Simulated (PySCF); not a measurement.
Isomers of C6H9O2P, one conformer each; single-point electronic energies without zero-point terms and without any empirical dispersion term.

Computed with PySCF at PBE0/pcSseg-1, non-relativistic, each on one gas-phase PBE0-D3(BJ)/def2-SVP geometry that isn't relaxed in the solvent. The solvent is an IEF-PCM continuum (van der Waals radii × 1.2). The model holds no explicit solvent molecules, cavitation or dispersion.

```csv
isomer,"relative energy, gas (kJ/mol)",dipole (D)
`C#CC[P@](=O)(O)CC=C`,0.0,2.61
`C#CP1(=O)CCOCC1`,35.3,4.05
```

Task: How do the relative energies look in chloroform (ε = 4.711)?

Result: 
```
               isomer  relative energy, solvent (kJ/mol)  E(solvent) − E(gas) (kJ/mol)  dipole in solvent (D)
`C#CC[P@](=O)(O)CC=C`                                0.0                         -38.2                   3.25
    `C#CP1(=O)CCOCC1`                               36.4                         -37.1                   4.90
```

The order is unchanged. Conformers: `[CH:1]#[C:2][CH2:3][P@:4](=[O:5])([OH:6])[CH2:7][CH:8]=[CH2:9]` with C2–C3–P4–O5 -70°, C3–P4–O6–H 145°, C3–P4–C7–C8 -179°, P4–C7–C8–C9 -110°; `[CH:1]#[C:2][P:3]1(=[O:4])[CH2:5][CH2:6][O:7][CH2:8][CH2:9]1` with C2–P3–C5–C6 -64°, P3–C5–C6–O7 -56°, C5–C6–O7–C8 69°, C6–O7–C8–C9 -69°. `C#CC[P@](=O)(O)CC=C` gains most from the continuum, while `C#CP1(=O)CCOCC1` has the largest gas-phase dipole. The gains span 1.1 kJ/mol, the gas-phase energies 35.3 kJ/mol.
